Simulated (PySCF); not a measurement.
Input file for PySCF: R-B3LYP/LANL2DZ on FH3SiSn (SMILES [F][Sn][SiH3]), a point of a torsion scan.

```python
from pyscf import gto, scf, dft, mp
from pyscf.data.elements import chemcore

mol = gto.M(
    atom='''
    F     2.65507464    0.73321788   -0.17842347
    Sn    1.76837480   -1.07619836    0.24640880
    Si   -0.65530660   -0.08023468    0.02024135
    H    -0.75411196    1.35248949   -0.31401916
    H    -1.50404993   -0.20309541    1.23354581
    H    -1.51010707   -0.72675264   -1.00874206
    ''',
    basis='lanl2dz',
    ecp={'Si': 'lanl2dz', 'Sn': 'lanl2dz'},
    charge=0, spin=0, verbose=3, max_memory=1800)
mf = dft.RKS(mol, xc='b3lyp')
mf.conv_tol = 1e-8
mf.max_cycle = 100
mf.kernel()
if not mf.converged:
    mf = mf.newton().run(mf.mo_coeff, mf.mo_occ)
```

Q: Give the final energy of this run.

A: -108.9304 hartree.
